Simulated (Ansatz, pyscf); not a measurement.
`[CH2]=[CH][SiH3]` -> `[CH2]1[CH2][SiH2]1`, a rearrangement on the singlet surface: H–Si broken, C–Si, C–H formed. Structures and frequencies: ωB97X-D3(BJ)/def2-SVP in PySCF. Wave-function energies: Ansatz (an electronic-structure program), frozen core, RHF or UHF references. In kcal/mol, from the reactant's lowest minimum found.

Cost: rough CPU time of the saddle's run relative to CCSD(T)/cc-pV(D+d)Z, from one job on a shared machine, with the HF step and its search for lower states.

```csv
level,barrier,reaction energy,cost
ωB97X-D3(BJ)/def2-TZVP,70.16,+6.64,–
r²SCAN/def2-TZVP,67.37,+5.06,–
CCSD(T)/cc-pV(D+d)Z,73.44,+11.21,1
CCSDT(Q)/cc-pV(D+d)Z,…,…,200
CCSD(T)/cc-pV(T+d)Z,71.63,+8.66,10
CCSD(T)/cc-pV(Q+d)Z,…,+8.47,–
```

### Question
Some entries are withheld; supply them.

### Answer

- CCSDT(Q)/cc-pV(D+d)Z, barrier: 73.24
- CCSDT(Q)/cc-pV(D+d)Z, reaction energy: +11.26
- CCSD(T)/cc-pV(Q+d)Z, barrier: 71.28

In cc-pV(D+d)Z, going from CCSD(T) to CCSDT(Q) shifts the barrier by -0.20 and the reaction energy by +0.04 kcal/mol. With HF in the quadruple-zeta basis and the correlation energy extrapolated as X⁻³ from X = 3, 4, CCSD(T) gives 71.06 and +8.18; adding the double-zeta shift gives ΔE‡ = 70.87 and ΔE = +8.22 kcal/mol, without core correlation, relativity or geometry relaxation at these levels. This is the saddle that the search found; another between the same sides may lie lower.
